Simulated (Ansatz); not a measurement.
Ansatz (a quantum-chemistry and plane-wave program) input (PBE-QIDH/def2-TZVPD):

Ansatz 0.2 input:
```yaml
crystal:
  periodic: [false, false, false]
  atoms:
    - {symbol: F, position_ang: [-1.01735960, -0.77956289, 1.19824372]}
    - {symbol: Si, position_ang: [-0.51216855, -0.09530258, -0.09642366]}
    - {symbol: F, position_ang: [-1.10875293, 1.30628567, -0.37790417]}
    - {symbol: F, position_ang: [-0.47045939, -1.02869306, -1.33407600]}
    - {symbol: S, position_ang: [1.65063737, 0.37896154, 0.40579894]}
    - {symbol: H, position_ang: [2.02992899, 0.68682405, -0.85847970]}
    - {symbol: H, position_ang: [2.09938000, -0.89824010, 0.33925611]}
basis:
  gaussian:
    orbitals: def2-TZVPD
hamiltonian:
  xc: {name: PBE-QIDH}
total_charge: 1
magnetization: {spin_polarized: false}
correlation: {electrons: outside_noble_gas}
```

Output:

```
Functional definition: PBE-QIDH
integrals: 0.41 GiB planned
1461 factors; integrals over basis functions are off by at most 8.6e-4 eV
0.35 GiB of the device are held for the grids
1.30 GiB of device memory are held for the factors and their scratch space
mean field: 1.39 GiB planned
mean field evaluation 1: about -26860.0032 eV, gradient 7.2e1 eV
mean field evaluation 2: about -26860.1004 eV, gradient 7.2e1 eV
mean field evaluation 4: about -26867.4244 eV, gradient 2.8e0 eV
mean field evaluation 8: about -26867.4795 eV, gradient 2.4e-1 eV
mean field evaluation 16: about -26867.4797 eV, gradient 9.6e-5 eV
mean field -26867.47967793 eV, -987.3616667320 hartree, gradient 4.0e-6 eV, S^2 0.000000; 0 other end points of the search recorded, 0 dependent functions left out
13 core orbitals not correlated
reference -26867.47969670 eV, -987.3616674218 hartree; 16, 16 occupied and 198, 198 virtual orbitals, 1461 factors
second order -31.13790642 eV of doubles, -0.00000000 eV of singles
Total energy: -26877.85899883 eV, -987.7430997400 hartree
```

It need not be the lowest isomer of its formula.
